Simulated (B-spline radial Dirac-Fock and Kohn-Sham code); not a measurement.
# Relativistic shifts of the levels of Bi¹⁹⁺

System: the Bi¹⁹⁺ ion, [Kr] 4d10 4f14 5s2 5p2.

Both columns are ΔSCF binding energies of the configuration average from a radial B-spline solver: non-relativistic Hartree-Fock with a point nucleus, and Dirac-Fock with a finite nucleus and the Coulomb interaction alone, averaged over the two j levels with weights 2j+1.

```
shell  Hartree-Fock (eV)  Dirac-Fock (eV)  shift (eV)  shift (%)
   1s            82004.0          91502.6    +9498.64     +11.58
   2s            14346.2          16920.8    +2574.65     +17.95
   2p            13815.7          14692.5     +876.78      +6.35
   3s             3816.4           4470.0     +653.58     +17.13
   3p             3563.5           3814.3     +250.85      +7.04
   3d             3097.5           3078.6      -18.90      -0.61
   4s             1213.7           1386.5     +172.74     +14.23
   4p             1100.1           1164.7      +64.60      +5.87
   4d              892.5            888.6       -3.88      -0.43
   4f              609.5            592.1      -17.43      -2.86
   5s              508.9            555.2      +46.25      +9.09
   5p              468.1            484.9      +16.84      +3.60
```

Relativity binds 1s, 2s, 2p, 3s, 3p, 4s, 4p, 5s, 5p more strongly, among those listed most of all 2s in relative terms, and 3d, 4d, 4f more weakly, because the contracted s and p shells screen the nucleus better.

Values without a named source are computed, but for edge energies of neutral atoms, which are taken from tables.
